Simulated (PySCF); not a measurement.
**Low-lying terms of Sn(32+) (tin, charge +32)**

Ground state [Ar], ¹S. Calculation: PySCF 2.14, in an even-tempered Gaussian basis (20 s from 0.8 bohr⁻², ratio 2.5; 14 p from 1.04 bohr⁻², ratio 2.5; 6 d from 1.52 bohr⁻², ratio 2.7; 3 f from 45 bohr⁻², ratio 2.7); the spin-free X2C one-electron Hamiltonian (Gaussian nucleus). Vertical excitation energies in eV without spin-orbit coupling; excited terms of each kind are numbered among those the solver found. Frozen: [Ne].

| term | leading excitation | EOM-EE-CCSD |
| --- | --- | --- |
| 1 3P° | 3p → d | 168.78 |
| 1 3F° | 3p → d | 175.00 |
| 1 1D° | 3p → d | 184.72 |
| 1 3D° | 3p → d | 185.05 |
| 1 1F° | 3p → d | 185.29 |
| 1 1P° | 3p → d | 222.60 |
| 1 3D | 3s → d | 316.29 |
| 1 1D | 3s → d | 322.18 |

The spin-orbit splitting of the hole, absent here, rivals or exceeds the spacing of these terms, so the LS terms are model states.

The solver can miss terms. The 29 highest virtual orbitals were dropped.
